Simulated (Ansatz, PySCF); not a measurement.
System: SbCl2, charge 0, multiplicity 2. It need not be the lowest isomer of its formula. 
Structure (B3LYP-D3(BJ)/def2-TZVP (Ansatz, a program for electronic structure) minimum search):
```
Sb
Cl 1 2.3629
Cl 1 2.3629 2 98.97
```
Charge 0, spin multiplicity 2.

Dipole moments at this geometry, in debye (magnitudes).

```tsv
level	program	dipole (D)
HF/def2-TZVPD	PySCF	2.94
SVWN5/def2-TZVPD	Ansatz	2.40
revPBE/def2-TZVPD	Ansatz	2.48
TPSS/def2-TZVPD	PySCF	2.49
r2SCAN/def2-TZVPD	Ansatz	2.53
B97M-V/def2-TZVPD	Ansatz	2.67
B3LYP/def2-TZVPD	PySCF	2.67
BHLYP/def2-TZVPD	Ansatz	?
wB97M-V/def2-TZVPD	Ansatz	2.75
CCSD(T)/def2-SVPD	Ansatz	?
```

**Question.** Some entries are withheld; supply them.

**Answer.** 
- BHLYP/def2-TZVPD, dipole (D): 2.85
- CCSD(T)/def2-SVPD, dipole (D): 2.71
